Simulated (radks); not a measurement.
Charge is removed step by step from the 1s up level of H, starting from 1s(up 1, down 0). Method: scalar-relativistic Kohn-Sham, r2SCAN, spin-polarised, spherical densities, finite nucleus; meta-GGA in the generalised Kohn-Sham scheme; Gaussian nuclear charge, rms radius 0.8783 fm; computed with a radial shooting solver on a logarithmic mesh with Libxc functionals.

removed (e) = 0: E - E(0) (eV) 0.000; eigenvalue (eV) -8.026
removed (e) = 0.125: E - E(0) (eV) 1.096; eigenvalue (eV) -9.511
removed (e) = 0.25: E - E(0) (eV) 2.379; eigenvalue (eV) -11.025
removed (e) = 0.375: E - E(0) (eV) 3.852; eigenvalue (eV) -12.545
removed (e) = 0.5: E - E(0) (eV) 5.514; eigenvalue (eV) -14.035
removed (e) = 0.625: E - E(0) (eV) 7.357; eigenvalue (eV) -15.437
removed (e) = 0.75: E - E(0) (eV) 9.365; eigenvalue (eV) -16.637

The mean slope of the eigenvalue, de/dn, is 11.5 eV per electron.
